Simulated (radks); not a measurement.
All-electron atom: Br+ in [Ar] 3d10 4s2 4p4. Method: scalar-relativistic Kohn-Sham, PBE, spin-unpolarised, spherical densities, finite nucleus; Fermi nuclear charge, rms radius 4.1629 fm; computed with a radial shooting solver on a logarithmic mesh with Libxc functionals.

Unscreened Slater integrals over Kohn-Sham orbitals (cm^-1).

\begin{tabular}{lr}
integral & value \\ \hline
F0(4p,4p) & 101110 \\
F2(4p,4p) & 52727 \\
F0(4p,4s) & 109660 \\
G1(4p,4s) & 72374 \\
F0(4p,3d) & 132210 \\
F2(4p,3d) & 26673 \\
G1(4p,3d) & 8912.3 \\
G3(4p,3d) & 8156.2 \\
F0(4p,3p) & 132680 \\
F2(4p,3p) & 25290 \\
G0(4p,3p) & 6143.3 \\
G2(4p,3p) & 7118.1 \\
F0(4s,4s) & 121080 \\
F0(4s,3d) & 154700 \\
G2(4s,3d) & 13226 \\
F0(4s,3p) & 155420 \\
G1(4s,3p) & 10330 \\
F0(3d,3d) & 341680 \\
F2(3d,3d) & 163260 \\
F4(3d,3d) & 102640 \\
F0(3d,3p) & 344750 \\
F2(3d,3p) & 165400 \\
G1(3d,3p) & 199960 \\
G3(3d,3p) & 123950 \\
F0(3p,3p) & 351270 \\
F2(3p,3p) & 176140 \\
\end{tabular}

Derived for the open shells (J is the average intra-shell exchange parameter used in DFT+U). 4p: J = F2/5 = 10550 cm^-1; in LS coupling 1D lies 6 F2/25 = 12650 cm^-1 above 3P.
